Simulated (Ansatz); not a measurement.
This geometry of F4HOTa + H2 (9 atoms, charge 0, multiplicity 1) is a first-order saddle point.

All numbers below come from RKS B3LYP-D4/def2-SVP in Ansatz 0.2.0.

```xyz
9
Properties=species:S:1:pos:R:3
Ta -0.029 -0.246 0.115
O 2.068 -0.059 0.279
H 2.480 0.292 1.083
F -0.003 -0.150 2.006
F 0.290 -0.713 -1.678
F -0.295 1.590 -0.159
F -1.719 -1.043 0.134
H 0.949 -1.930 0.437
H 1.740 -1.235 0.435
```

Question: Which two structures does it join? (They come from a converged band through this point; their orientation in space is the band's.)

Answer: Bonds broken: H8–H9. Bonds formed: Ta1–H8, O2–H9. F4HOTa + H2 becomes F4H3OTa.

Image 0:

```xyz
9
Properties=species:S:1:pos:R:3
Ta 0.001 0.291 0.028
O 1.869 0.302 0.194
H 2.496 0.390 0.923
F -0.250 0.674 1.873
F 0.051 -0.114 -1.819
F -0.806 1.934 -0.371
F -0.930 -1.312 0.317
H 1.160 -2.928 0.795
H 1.890 -2.730 0.714
```

Image 6:

```xyz
9
Properties=species:S:1:pos:R:3
Ta -0.204 -0.411 0.148
O 2.065 -0.304 0.380
H 2.453 0.575 0.520
F -0.287 -0.294 2.040
F 0.051 -0.790 -1.687
F 0.366 1.402 -0.031
F -2.049 -0.671 0.022
H 0.495 -2.018 0.432
H 2.590 -0.981 0.829
```

Question: How far does it lie above each of them?

Answer: 31.1 kcal/mol above the first and 19.2 kcal/mol above the second. This is the barrier of this one path; another mechanism may lie lower. The orbitals stay closed-shell, which can raise the energy where a bond breaks towards radicals; this wasn't checked here.

Run time: 2.6 min on 4 threads of Arm Neoverse V1, on a shared host, peak memory 0.3 GiB.
